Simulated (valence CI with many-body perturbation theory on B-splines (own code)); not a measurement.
# Questions on Lu58+

Calculated by configuration interaction combined with many-body perturbation theory (CI+MBPT): three valence electrons over a frozen Dirac-Fock core [Ne], radial functions for each j: 9 s, 9 p, 8 d, 6 f, 3 g, 1 h, with the one-electron correlation potential Σ1, the two-electron term Σ2, the three-electron term Σ3, Breit, model QED; selected CI, second order for the rest, scaled by the run's own slope (own B-spline code, finite nucleus).

The last digits are not significant, and no measured levels were compared; by estimate large intervals hold to a few tenths of a per cent, small ones and those within an open d or f shell to about a per cent.

Levels are named by their leading jj configuration (3d3/2^4 stands for four electrons in 3d with j = 3/2), which in mixed levels can hold well under half, so a name can repeat and another be missing.

Rates and lifetimes use the calculated energies. Strong lines usually hold to 10 to 20 %, long lifetimes can be off by a factor of two.

(1) What is the ground level?

(2) Among levels below 1014.2 eV, which E1 lines absorb most strongly from the ground level?

(3) What is the ionisation energy?

(4) Name the longest-lived excited levels whose lifetime is computed, and their main decay.

(5) What are the static dipole polarisabilities of the lowest levels?

Results:

(1) (3s^2 3p1/2) J=1/2, composition 100 % 3s2.3p 2P°, g = 0.649.

(2) to (3s^2 3d3/2) J=3/2 at 2.384 nm, f = 0.443; to (3s 3p1/2 3p3/2) J=1/2 at 2.618 nm, f = 0.202; to (3s 3p1/2 3p3/2) J=3/2 at 2.671 nm, f = 0.121.

(3) 6071 eV; NIST lists 6070 ± 6 eV (theoretical).

(4) (3s 3p3/2 3d5/2) J=9/2 at 991.1 eV lives 8.52 ns, mostly by M1 to (3s 3p1/2 3d5/2) J=7/2; (3s^2 3p3/2) J=3/2 at 298.6 eV lives 3.95 ns, mostly by E1 to (3s 3p1/2^2) J=1/2.

(5) (3s^2 3p1/2) J=1/2 0.00341 bohr³, of which the core gives 5.39e-05.
